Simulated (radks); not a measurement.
Values are calculated unless marked as measured or tabulated.
Problem. These are the eigenvalues of the occupied orbitals of an atom or ion with whole-number occupations (hartree). Level of theory: Dirac Kohn-Sham, PBE, spin-unpolarised, spherical densities, finite nucleus; Fermi nuclear charge, rms radius of each element as measured or else 0.836 A^(1/3) + 0.57 fm (a radial shooting solver on a logarithmic mesh with Libxc functionals).

orbital  eigenvalue
1s1/2     -2037.261
2s1/2     -341.0047
2p1/2     -324.6123
2p3/2     -293.1232
3s1/2     -76.57488
3p1/2     -69.39579
3p3/2     -62.81948
3d3/2     -50.49953
3d5/2     -49.06297
4s1/2     -15.53590
4p1/2     -12.68259
4p3/2     -11.20303
4d3/2      -6.50132
4d5/2      -6.23196
5s1/2      -2.23445
5p1/2      -1.44863
5p3/2      -1.25272
4f5/2      -0.60358
4f7/2      -0.56526
6s1/2      -0.35511
5d3/2      -0.30893
5d5/2      -0.29609

Which element is it, and in what charge state? The configuration may be excited. Open shells, if any, are shared by 2j + 1.

Solution. Z = 67, holmium, charge +1: Ho+ in [Xe] 4f10 5d1 6s1. The list shows which subshells hold electrons but not how many an open one holds; the 1s level, -2037.3 hartree, gives Z - s = 63.8 by -(Z - s)^2/2, which with screening and relativity narrows Z to a few neighbours, and the depths of the outer levels then fix element, charge and occupations together.
